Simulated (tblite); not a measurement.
Compound: C4H8OSi.
SMILES with atom numbers: `[CH2:1]=[CH:2][O:3][C:4](=[CH2:5])[SiH3:6]` (hydrogens: H7, H8 on C1; H9 on C2; H10, H11 on C5; H12, H13, H14 on Si6)

Structure optimised with GFN2-xTB, isolated species.

**Question.** What internal coordinates does the optimisation give?

**Answer.** 
```
                     bond  length (Å)
                    C1=C2       1.323
                    C2–O3       1.359
                    O3–C4       1.372
                    C4=C5       1.328
                   C4–Si6       1.893
                    C1–H7       1.075
                    C1–H8       1.073
                    C2–H9       1.085
                   C5–H10       1.074
                   C5–H11       1.079
Si6–H12, Si6–H13, Si6–H14       1.463
```

Bonds in one row agree within 0.01 Å and their mean is given. A selection of angles:
```
      angle  degrees
   C2–C1–H7    121.4
   C2–C1–H8    120.8
   H7–C1–H8    117.9
   C1–C2–O3    121.9
   C1–C2–H9    122.2
   O3–C2–H9    115.8
   C2–O3–C4    120.4
   O3–C4–C5    125.0
  O3–C4–Si6    108.7
  C5–C4–Si6    126.3
  C4–C5–H10    119.4
  C4–C5–H11    124.1
 H10–C5–H11    116.4
 C4–Si6–H12    108.0
H12–Si6–H13    110.1
H12–Si6–H14    110.6
```

Torsions: C1–C2–O3–C4 -163° (antiperiplanar); C2–O3–C4–C5 21° (synperiplanar). The mirror-image conformer, all signs reversed, is as good.

Si6 (SiH3 silicon) is tetrahedral (angles from 108.0° to 111.1°). Of the pairs four or more bonds apart, C5···H9 is among the closest relative to their van der Waals radii: 2.60 Å, 90 % of the sum of Bondi's values.

Point group: C1 (no symmetry element, even within 0.4 Å). Its GFN2-xTB frequencies are all real (lowest 70 cm⁻¹). One conformer, not necessarily the lowest.

The run took 0.39 s wall on Arm Neoverse V1, one thread, shared host with 64 logical CPUs at a one-minute load of 23. That covers the optimisation of the geometry.

These are computed values.
